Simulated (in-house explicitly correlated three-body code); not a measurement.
Computed with an exponentially correlated three-body code. Model: two electrons around a point charge, non-relativistic, variational in 260 exponentially correlated functions (energies converged to about 1e-7 hartree, or 1e-8 relative for large Z).

Command:
```bash
python run_hyl.py task.json out
```
Settings (lengths in bohr, energies in hartree):
```
Z                      2.5
screening              0.005
interaction_strength   1
functions              260
states_tried           13
```

Time taken, with all properties: 53 s on 1 thread of Intel(R) Xeon(R) Platinum 8488C (Sapphire Rapids), on a shared host.

**Those bound S and P states to n = 4 that converged, binding against the one-electron ion.**

Given: nuclear charge 2.5; Yukawa screening of all interactions 0.005 1/bohr.

Computed: one-electron threshold -3.11251873 hartree.

```csv
term,energy (hartree),binding (eV)
1 1S,-4.82194703,46.516
2 3S,-3.46659171,9.6348
2 1S,-3.41744474,8.2975
2 3P,-3.4036793,7.9229
2 1P,-3.38282036,7.3553
3 3S,-3.25156572,3.7837
3 1S,?,?
3 3P,-3.23540143,3.3438
3 1P,-3.22904885,3.1709
4 3S,-3.18424773,1.9518
4 1S,-3.17917035,1.8137
4 3P,?,?
4 1P,-3.17513065,1.7038
```

What belongs in the row 3 1S?

energy (hartree): -3.23881499; binding (eV): 3.4367.

What belongs in the row 4 3P?

energy (hartree): -3.17781262; binding (eV): 1.7767.

**Converged states only, values per electron or pair (inverse distances are <exp(-kr)/r>).**

| term | mean r (bohr) | mean r squared (bohr²) | mean inverse r (1/bohr) | mean r12 (bohr) | mean inverse r12 (1/bohr) | mean cosine | mean p1 dot p2 (bohr⁻²) | delta r1 (bohr⁻³) | delta r12 (bohr⁻³) |
| --- | --- | --- | --- | --- | --- | --- | --- | --- | --- |
| 1 1S | 0.70853 | 0.68669 | 2.1831 | 1.0736 | 1.2516 | -0.052014 | 0.2237 | 3.7875 | 0.26473 |
| 2 3S | ? | ? | ? | ? | ? | ? | ? | ? | - |
| 2 1S | 2.115 | 7.9106 | 1.4424 | 3.6944 | 0.35737 | -0.01507 | 0.015563 | 2.5897 | 0.027657 |
| 2 3P | 1.8438 | 6.0121 | 1.4424 | 3.1867 | 0.38488 | -0.047853 | -0.16423 | 2.4522 | - |
| 2 1P | 1.9959 | 7.1261 | 1.4297 | 3.4494 | 0.36298 | 0.0027513 | 0.12757 | 2.4911 | 0.0034274 |
| 3 3S | 4.1576 | 34.053 | 1.3367 | 7.7484 | 0.16081 | -0.004065 | 0.0033159 | 2.5203 | - |
| 3 1S | 4.5181 | 40.65 | 1.3312 | 8.4644 | 0.15891 | -0.0046 | 0.0044459 | 2.5155 | 0.0079857 |
| 3 3P | ? | ? | ? | ? | ? | ? | ? | ? | - |
| 3 1P | 4.5114 | 41.079 | 1.3275 | 8.4488 | 0.15981 | 0.00093443 | 0.038691 | 2.488 | 0.0011684 |
| 4 3S | 7.4426 | 115.04 | 1.2953 | 14.303 | 0.088722 | -0.0016555 | 0.0013243 | 2.5001 | - |
| 4 1S | 7.9304 | 131.24 | 1.2931 | 15.276 | 0.087758 | -0.0019368 | 0.0018345 | 2.4986 | 0.0033055 |
| 4 3P | 7.7324 | 125.67 | 1.2931 | 14.884 | 0.090387 | -0.005338 | -0.017658 | 2.4829 | - |
| 4 1P | 8.036 | 135.96 | 1.2915 | 15.487 | 0.088009 | 0.0004013 | 0.016365 | 2.4872 | 0.00051535 |

What belongs in the row 2 3S?

mean r (bohr): 1.8789; mean r squared (bohr²): 6.0596; mean inverse r (1/bohr): 1.4628; mean r12 (bohr): 3.242; mean inverse r12 (1/bohr): 0.36102; mean cosine: -0.014234; mean p1 dot p2 (bohr⁻²): 0.012413; delta r1 (bohr⁻³): 2.6147.

What belongs in the row 3 3P?

mean r (bohr): 4.2844; mean r squared (bohr²): 36.906; mean inverse r (1/bohr): 1.3312; mean r12 (bohr): 8.0061; mean inverse r12 (1/bohr): 0.16567; mean cosine: -0.013117; mean p1 dot p2 (bohr⁻²): -0.043848; delta r1 (bohr⁻³): 2.4773.

**Electric-dipole lines between converged S and P states, rate of the upper state's decay.**

```
s state  p state  p minus s (eV)  oscillator strength from s  rate (1/s)
   1 1S     2 1P          39.161                      0.3823    8.48e+09
   1 1S     3 1P               ?                           ?           ?
   1 1S     4 1P          44.812                    0.038329  1.1133e+09
   2 1S     2 1P         0.94218                     0.27169  3.4883e+06
   2 1S     3 1P          5.1265                     0.21564   8.197e+07
   2 1S     4 1P          6.5937                     0.06393  4.0202e+07
   3 1S     2 1P         -3.9186                     -0.1117  7.4423e+07
   3 1S     3 1P         0.26575                     0.45911      468980
   3 1S     4 1P          1.7329                     0.21638  9.3988e+06
   4 1S     2 1P         -5.5416                    -0.02127  2.8343e+07
   4 1S     3 1P         -1.3573                    -0.23973  1.9163e+07
   4 1S     4 1P               ?                           ?           ?
   2 3S     2 3P          1.7119                     0.39408  1.6705e+07
   2 3S     3 3P           6.291                      0.1351  7.7334e+07
   2 3S     4 3P          7.8581                    0.045034  4.0222e+07
   3 3S     2 3P         -4.1392                    -0.14712  1.0937e+08
   3 3S     3 3P         0.43985                     0.65504   1.833e+06
   3 3S     4 3P          2.0069                     0.12676  7.3845e+06
   4 3S     2 3P          -5.971                    -0.02531  3.9157e+07
   4 3S     3 3P          -1.392                     -0.3148  2.6466e+07
   4 3S     4 3P         0.17511                     0.89757      398080
```

What belongs in the row 1 1S 3 1P?

p minus s (eV): 43.345; oscillator strength from s: 0.09617; rate (1/s): 2.6134e+09.

What belongs in the row 4 1S 4 1P?

p minus s (eV): 0.10993; oscillator strength from s: 0.6333; rate (1/s): 110690.

**Static dipole response.**

| state | polarisability (bohr³) |
| --- | --- |
| 1 1S | 0.4554 |
